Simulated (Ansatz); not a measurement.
A nudged elastic band was laid between two geometries of FH₃OSZn (7 atoms, charge 0, multiplicity 1).

Level of theory: RKS PBE0-D4/def2-SVP in Ansatz.

* movable images: 5
* climbing image: yes
* spring: 5.0 eV/Å²
* optimiser: quadratic models (default)
* start path: through a guess of the saddle point
* force threshold: 0.05 eV/Å
* iteration limit: 60
* end points: relaxed

First end point:

```xyz
7
Properties=species:S:1:pos:R:3
Zn 0.173 -0.726 0.244
F 0.989 0.123 1.596
O -0.291 -1.962 -0.952
H -0.071 1.664 0.959
S -0.944 1.658 -0.091
H 0.139 -2.808 -0.788
H 0.005 2.051 -0.968
```

Last end point:

```xyz
7
Properties=species:S:1:pos:R:3
Zn -0.400 -0.396 -0.369
F 0.843 0.158 1.478
O -0.209 -2.086 -0.884
H 0.410 0.992 1.298
S -0.991 1.745 -0.162
H 0.396 -2.586 -0.327
H -0.050 2.172 -1.035
```

Question: Which bonds break or form, and what moves?

Answer: Bonds broken: H4–S5. Bonds formed: F2–H4. FH3OSZn becomes FH + H2OSZn.

Question: What energy profile does the band end with?

Answer: It converged. The highest image is number 2 of 0 to 6, 0.081 eV above the first end and 0.407 eV above the last; the last end lies 0.327 eV below the first. A vibrational analysis at the climbing image gives one clearly imaginary mode, 376i cm⁻¹: a first-order saddle point. The orbitals stay closed-shell, which can raise the energy where a bond breaks towards radicals; this wasn't checked here.

| image | path coordinate (Å) | energy (eV) | H4–S5 (Å) | F2–H4 (Å) |
| --- | --- | --- | --- | --- |
| 0 | 0.00 | 0.000 | 1.37 | 1.98 |
| 1 | 0.34 | 0.024 | 1.39 | 1.71 |
| 2 | 0.67 | 0.081 | 1.50 | 1.37 |
| 3 | 0.93 | -0.051 | 1.71 | 1.10 |
| 4 | 1.18 | -0.240 | 1.93 | 0.99 |
| 5 | 1.44 | -0.310 | 2.09 | 0.97 |
| 6 | 1.69 | -0.327 | 2.16 | 0.96 |

Question: What is the geometry of the highest image?

Answer: 
```xyz
7
Properties=species:S:1:pos:R:3
Zn -0.062 -0.577 0.013
F 0.795 0.274 1.481
O -0.237 -2.075 -0.940
H 0.064 1.324 1.002
S -0.905 1.727 -0.068
H 0.275 -2.805 -0.576
H 0.071 2.132 -0.912
```

Question: What are the harmonic wavenumbers there?

Answer: 376i, 111, 135, 224, 240, 362, 491, 497, 640, 731, 783, 1183, 1525, 2714, 3902 cm⁻¹.

The run took 120 s on 2 threads of Arm Neoverse V1 (shared host), peak memory 0.2 GiB.
